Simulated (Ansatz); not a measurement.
Two members of one family (Series SnHX3), computed with Ansatz in the gas phase; def2 core potentials for Sn, no spin–orbit coupling. A negative affinity means that the extra electron isn't bound at that geometry and level; within about 0.2 eV of zero the sign isn't settled. Binding counts from free atoms in the multiplicity of their measured ground term, without zero-point energy. Sets without diffuse functions give affinities that are too small. A dash marks a value that wasn't run or was left out as unsound. The structures are stationary points that may keep the symmetry of their start. Remarks come from the PBE and PBE0 runs and from stability tests at other levels; not every state was tested. A HOMO above zero means that the electron is unbound at that level and held by the basis, or that self-interaction error raises the level; the energy of removing that electron tells which.

First: SnH(OtBu)3 (singlet, charge 0, PBE-D4/def2-SVP geometry).

```xyz
44

Sn    0.950    0.771   -0.324
H     2.234    1.844   -0.765
O    -0.832    1.708   -0.457
C    -1.526    2.241    0.692
C    -0.566    3.070    1.559
C    -2.628    3.130    0.102
C    -2.128    1.088    1.511
H    -1.097    3.551    2.405
H     0.223    2.420    1.997
H    -0.089    3.869    0.955
H    -2.183    3.940   -0.508
H    -3.243    3.586    0.903
H    -3.292    2.530   -0.553
H    -1.318    0.445    1.907
H    -2.796    0.472    0.876
H    -2.719    1.470    2.370
O     1.200    0.132    1.572
C     1.654   -1.197    1.904
C     2.929   -1.538    1.115
C     1.947   -1.141    3.409
C     0.547   -2.218    1.598
H     3.338   -2.525    1.412
H     2.710   -1.589    0.027
H     3.712   -0.774    1.296
H     2.726   -0.382    3.620
H     2.299   -2.124    3.783
H     1.031   -0.860    3.965
H     0.333   -2.227    0.510
H    -0.382   -1.954    2.143
H     0.848   -3.242    1.899
O     0.913   -0.832   -1.548
C    -0.037   -0.976   -2.627
C    -0.080    0.306   -3.474
C     0.492   -2.156   -3.452
C    -1.429   -1.286   -2.054
H    -0.746    0.186   -4.354
H    -0.477    1.154   -2.877
H     0.934    0.559   -3.844
H     1.506   -1.930   -3.837
H    -0.174   -2.369   -4.313
H     0.556   -3.064   -2.821
H    -1.781   -0.435   -1.437
H    -1.392   -2.196   -1.420
H    -2.168   -1.457   -2.864
```

| level | HOMO (eV) | LUMO (eV) | gap (eV) | vertical EA (eV) | binding per atom (eV) |
| --- | --- | --- | --- | --- | --- |
| PBE-D4/def2-SVP | -5.89 | -1.80 | 4.09 | – | 4.21 |
| PBE-D4/def2-TZVP | -6.03 | -1.96 | 4.07 | -0.15 | 4.17 |
| r2SCAN-D4/def2-TZVP | -6.33 | -1.72 | 4.61 | – | 4.10 |
| PBE0-D4/def2-SVP | -7.44 | -0.84 | 6.60 | – | 4.14 |
| PBE0-D4/def2-TZVP | -7.52 | -0.98 | 6.53 | -0.37 | 4.10 |

Remarks: HOMO above zero (-1 doublet).

Second: SnH(NHtBu)3 (singlet, charge 0, PBE-D4/def2-SVP geometry).

Cartesian coordinates in Å:
```
Sn -0.496 0.140 -0.037
H -2.144 0.619 -0.152
N 0.396 1.052 1.606
C 0.645 2.506 1.680
C -0.651 3.249 1.319
C 1.037 2.828 3.135
C 1.773 2.954 0.724
H 1.250 0.535 1.858
H -0.528 4.342 1.447
H -0.933 3.073 0.259
H -1.488 2.910 1.962
H 0.230 2.518 3.828
H 1.229 3.912 3.272
H 1.960 2.283 3.422
H 1.495 2.739 -0.329
H 2.715 2.412 0.954
H 1.982 4.041 0.811
N 0.531 0.698 -1.757
C 0.276 0.091 -3.079
C -1.235 0.132 -3.357
C 1.015 0.947 -4.125
C 0.770 -1.371 -3.156
H 1.541 0.703 -1.561
H -1.459 -0.237 -4.378
H -1.793 -0.514 -2.645
H -1.623 1.167 -3.263
H 0.662 1.996 -4.083
H 0.858 0.557 -5.152
H 2.108 0.947 -3.929
H 0.233 -1.999 -2.415
H 1.857 -1.425 -2.936
H 0.609 -1.810 -4.163
N -0.370 -1.924 0.188
C -0.818 -2.628 1.406
C -2.236 -2.154 1.758
C -0.844 -4.134 1.080
C 0.119 -2.370 2.608
H 0.575 -2.237 -0.073
H -2.640 -2.723 2.618
H -2.241 -1.080 2.046
H -2.920 -2.287 0.895
H -1.519 -4.331 0.225
H -1.184 -4.731 1.950
H 0.170 -4.492 0.802
H 0.130 -1.290 2.861
H 1.158 -2.683 2.365
H -0.199 -2.934 3.509
```

**Question.** What does the change do? Estimate second minus first.

**Answer.** 
```
              level  Δ HOMO (eV)  Δ LUMO (eV)  Δ gap (eV)  Δ vertical EA (eV)  Δ binding per atom (eV)
    PBE-D4/def2-SVP         1.02         1.10        0.07                   –                    -0.10
   PBE-D4/def2-TZVP         0.99         0.94       -0.05               -0.54                    -0.10
r2SCAN-D4/def2-TZVP         1.05         0.99       -0.06                   –                    -0.11
   PBE0-D4/def2-SVP         1.21         1.11       -0.09                   –                    -0.09
  PBE0-D4/def2-TZVP         1.17         0.89       -0.28               -0.64                    -0.09
```

Remarks: HOMO above zero (-1 doublet).
